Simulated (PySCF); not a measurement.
# One molecule, several mistakes: CFH3OSi

Calculated results; nothing here was measured. They come from PySCF 2.14.0, an open-source quantum chemistry program, on an isolated molecule that a program drew, which may never have been made. The molecule is CFH3OSi (charge 0, singlet), drawn as the SMILES string `OC=[SiH]F`.

Each row is a Hartree-Fock (HF) and frozen-core CCSD(T) single point in the cc-pV(D+d)Z basis, meant for a local HF minimum. Run 1 is clean. Each other run has one planted mistake out of seven kinds, and not every kind appears here: one electron removed, one electron added, multiplicity raised by two, geometry at a saddle point, minimal basis STO-3G, one bond length entered in bohr, all coordinates scaled. The reference is restricted for singlets and unrestricted otherwise, and also for a bond in bohr. Adding or removing an electron swaps singlet and doublet. Electrons count all cores. HOMO and LUMO are orbital energies over both spins, the gradient is its largest component, and the lowest frequency (negative if imaginary) is given only where the gradient is small. Bond lengths are over the 6 bonds as drawn. T1 is the CCSD diagnostic: over 0.02 (restricted) or 0.045 (unrestricted) a single reference is doubtful.

Geometry of the clean run:
```xyz
7
CFH3OSi, angstrom
O    -1.9784   -0.1586    0.1173
C    -0.8935   -0.8568    0.5483
Si    0.0454   -2.0980   -0.1143
F    -0.2227   -2.7504   -1.5610
H    -2.2426   -0.4526   -0.7415
H    -0.5783   -0.5296    1.5345
H     1.1887   -2.7039    0.5514
```

```
run  electrons  basis functions  <S^2>  HOMO (eV)  LUMO (eV)  gradient (hartree/bohr)  lowest frequency (cm^-1)  mean bond (Å)  longest bond (Å)      T1  HF (hartree)  CCSD(T) (hartree)                          mistake
  1         40               80  0.000      -7.95       3.20                  3.3e-05                       137         1.3579             1.691  0.0146    -502.82768         -503.47542                         no fault
  2         40               27  0.000      -4.66       7.91                  6.4e-02                         -         1.3579             1.691  0.0123    -496.51898         -496.72942             minimal basis STO-3G
  3         41               80  1.170       2.19       9.27                  5.7e-02                         -         1.3579             1.691  0.0566    -502.72507         -503.38345               one electron added
  4         40               80  2.033      -5.45       1.13                  9.1e-02                         -         1.3579             1.691  0.0186    -502.74743         -503.36359       multiplicity raised by two
  5         40               80  1.283      -8.13       2.04                  1.5e-02                         -         1.5596             2.570  0.0399    -502.73059         -503.32357  one bond length entered in bohr
  6         40               80  0.000      -8.02       2.73                  3.8e-02                         -         1.4176             1.766  0.0158    -502.81301         -503.47249                                ?
```

**Which mistake was planted in run 6, and what did it cost?**

The mean and the longest bond both change by the same factor, 1.044, and the gradient is no longer small. So the mistake is: all coordinates scaled. Subtracting run 1 and multiplying by 627.51 kcal/mol a hartree, the energy moved by 9.2 kcal/mol in HF and 1.8 kcal/mol in CCSD(T).

Cautions from the logs. Run 3: T1 is over the limit, so its CCSD(T) energy is less reliable and the HOMO is above zero, so the electron isn't bound and the energy depends on the basis.
